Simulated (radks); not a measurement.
All-electron atom: Sm V in [Xe] 4f4. All-electron calculation, Dirac Kohn-Sham, PBE, spin-unpolarised, spherical densities, finite nucleus; open shells fill j = l - 1/2 first; Fermi nuclear charge, rms radius 5.0819 fm. Program: a radial shooting solver on a logarithmic mesh with Libxc functionals.

X-ray form factor f0, the Fourier transform of the density (f0(0) = 58):

sin(theta)/lambda (1/angstrom),f0 (electrons)
0.05,57.402
0.1,55.707
0.15,53.174
0.2,50.144
0.25,46.942
0.3,43.816
0.4,38.288
0.5,33.826
0.6,30.161
0.8,24.385
1,20.295
1.25,17.018
1.5,14.787
2,11.084
